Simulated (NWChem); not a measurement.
System: SnNH$_{5}$; SMILES [NH2][SnH3]

Input file for NWChem:

```
start job
memory heap 200 mb stack 900 mb global 1100 mb
geometry units angstroms noautoz
  Sn    -0.022738     0.278468     0.000000
  N     -0.079542    -1.770082     0.000000
  H     -0.851008     0.769278    -1.416270
  H     -0.851008     0.769278     1.416270
  H      1.570860     0.939718     0.000000
  H      0.373441    -2.174629    -0.818100
  H      0.373441    -2.174629     0.818100
end
basis spherical
  * library def2-svp
end
ecp
  Sn library def2-ecp
end
dft
  xc pbe0
  iterations 150
  mulliken
end
task dft energy
```

Output (shortened):

```
             Northwest Computational Chemistry Package (NWChem) 7.3.0
             --------------------------------------------------------

 CS  symmetry detected

                             Geometry "geometry" -> ""
                             -------------------------

 Output coordinates in angstroms (scale by  1.889725989 to convert to a.u.)

  No.       Tag          Charge          X              Y              Z
 ---- ---------------- ---------- -------------- -------------- --------------
    1 Sn                  50.0000    -0.00487417    -0.28393076     0.00000000
    2 N                    7.0000    -0.06512146     1.76452087     0.00000000
    3 H                    1.0000    -0.83231801    -0.77613228    -1.41627000
    4 H                    1.0000    -0.83231801    -0.77613228     1.41627000
    5 H                    1.0000     1.58983306    -0.94250118     0.00000000
    6 H                    1.0000     0.38718091     2.16982871    -0.81810000
    7 H                    1.0000     0.38718091     2.16982871     0.81810000

 Effective nuclear repulsion energy (a.u.)     169.5344405827

      Symmetry information
      --------------------

 Group name             Cs
 Group number              2
 Group order               2
 No. of unique centers     5

                                 NWChem DFT Module
                                 -----------------

 Summary of "ao basis" -> "ao basis" (spherical)
 ------------------------------------------------------------------------------
       Tag                 Description            Shells   Functions and Types
 ---------------- ------------------------------  ------  ---------------------
 Sn                         def2-svp                10       26   4s4p2d
 N                          def2-svp                 6       14   3s2p1d
 H                          def2-svp                 3        5   2s1p

      Symmetry analysis of basis
      --------------------------

        a'         42
        a"         23

            General Information
            -------------------
          SCF calculation type: DFT
          Wavefunction type:  closed shell.
          No. of atoms     :     7
          No. of electrons :    34
           Alpha electrons :    17
            Beta electrons :    17
          Charge           :     0
          Spin multiplicity:     1
          Use of symmetry is: on ; symmetry adaption is: on
          Maximum number of iterations: 150
          AO basis - number of functions:    65
                     number of shells:    31
          Convergence on energy requested:  1.00D-06
          Convergence on density requested:  1.00D-05
          Convergence on gradient requested:  5.00D-04

              XC Information
              --------------
                         PBE0 Method XC Functional
                     Hartree-Fock (Exact) Exchange  0.250
          PerdewBurkeErnzerhof Exchange Functional  0.750
            Perdew 1991 LDA Correlation Functional  1.000 local
           PerdewBurkeErnz. Correlation Functional  1.000 non-local

             Grid Information
             ----------------
          Grid used for XC integration:  medium
          Radial quadrature: Mura-Knowles
          Angular quadrature: Lebedev.
          Tag              B.-S. Rad. Rad. Pts. Rad. Cut. Ang. Pts.
          ---              ---------- --------- --------- ---------
          Sn                  1.45      123           9.0       590
          N                   0.65       49           9.0       434
          H                   0.35       45          11.0       434
          Grid pruning is: on
          Number of quadrature shells:   307
          Spatial weights used:  Erf1

      Superposition of Atomic Density Guess
      -------------------------------------

 Sum of atomic energies:        -305.83631964

      Non-variational initial energy
      ------------------------------

 Total energy =    -270.582348
 1-e energy   =    -614.409896
 2-e energy   =     262.123590
 HOMO         =      -0.331271
 LUMO         =       0.022435

      Symmetry analysis of molecular orbitals - initial
      -------------------------------------------------

  Numbering of irreducible representations:

     1 a'          2 a"

  Orbital symmetries:

     1 a'          2 a'          3 a"          4 a'          5 a'
     6 a'          7 a'          8 a"          9 a"         10 a'
    11 a'         12 a'         13 a"         14 a'         15 a'
    16 a"         17 a'         18 a'         19 a'         20 a"
    21 a'         22 a'         23 a"         24 a'         25 a'
    26 a"         27 a'

     ---------------------------------------------
      Total Density - Mulliken Population Analysis
     ---------------------------------------------

    Atom       Charge   Shell Charges
 -----------   ------   -------------------------------------------------------
    1 Sn  22    21.20   1.60  0.42  0.92  0.33  3.25  2.75  1.18  0.65  9.75  0.35
    2 N    7     7.90   1.99  1.05  0.51  2.55  1.79  0.01
    3 H    1     1.12   0.66  0.45  0.01
    4 H    1     1.12   0.66  0.45  0.01
    5 H    1     1.13   0.66  0.47  0.01
    6 H    1     0.77   0.60  0.12  0.05
    7 H    1     0.77   0.60  0.12  0.05

   convergence    iter        energy       DeltaE   RMS-Dens  Diis-err
 ---------------- ----- ----------------- --------- --------- ---------
 d= 0,ls=0.0,diis     1   -271.8699460989 -3.54D+02  1.57D-02  2.98D-01
 d= 0,ls=0.0,diis     2   -271.8415075106  2.84D-02  9.05D-03  5.72D-01
 d= 0,ls=0.0,diis     3   -271.9113660686 -6.99D-02  1.25D-03  1.15D-02
 d= 0,ls=0.0,diis     4   -271.9127022208 -1.34D-03  3.51D-04  3.70D-04
 d= 0,ls=0.0,diis     5   -271.9127443440 -4.21D-05  7.41D-05  2.53D-05
  Resetting Diis
 d= 0,ls=0.0,diis     6   -271.9127470312 -2.69D-06  1.31D-05  4.60D-07
 d= 0,ls=0.0,diis     7   -271.9127470952 -6.40D-08  2.74D-06  5.89D-09

[...]
```

Level: PBE0/def2-SVP with def2 effective core potentials on Sn. Structure relaxed at the PBE0/def2-SVP level. def2 effective core potentials on Sn; no spin-orbit coupling.
